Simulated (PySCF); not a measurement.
# Hf(SH)4 relaxed at several levels

Computed with PySCF 2.14.0, def2-SVP on the ligands, density fitting, scalar-relativistic core potentials, no spin-orbit coupling, vacuum. Each row is relaxed at its own level from the same template. Distances are means of the shortest metal–ligand contacts, charges and spins Mulliken's; removal energies are rigid, with the ligand's formal charge and no counterpoise, so too large; for an anion taken off a cation in vacuum most of it is the attraction of opposite charges, and multiply charged cations can part far more cheaply with an electron moved from ligand to metal.

```json
{"level": "r2SCAN", "basis on the metal": "def2-SVP with ECP60", "point group": "S4", "M–SH (Å)": "2.436", "charge on M (e)": "0.67", "HOMO–LUMO gap (eV)": "4.13", "removal of one SH (eV)": "10.11", "strongest infrared band, degenerate modes summed (cm⁻¹)": "–", "unstable modes (below −25 cm⁻¹)": "not given"}
```

Question: What does the calculation give for PBE0, def2-SVP with ECP60?

Answer: point group: S4, M–SH (Å): 2.431, charge on M (e): 0.64, HOMO–LUMO gap (eV): 5.63, removal of one SH (eV): 10.07, strongest infrared band, degenerate modes summed (cm⁻¹): 344, unstable modes (below −25 cm⁻¹): 0.
```xyz
9

Hf    0.0000    0.0000    0.0000
S     1.3422    1.4820    1.3832
H     1.7792    0.4314    2.1232
S    -1.3422   -1.4820    1.3832
H    -1.7792   -0.4314    2.1232
S     1.4820   -1.3422   -1.3831
H     0.4313   -1.7791   -2.1233
S    -1.4820    1.3422   -1.3831
H    -0.4313    1.7791   -2.1233
```

One start shape was tried for each, so a minimum needn't be the lowest isomer.
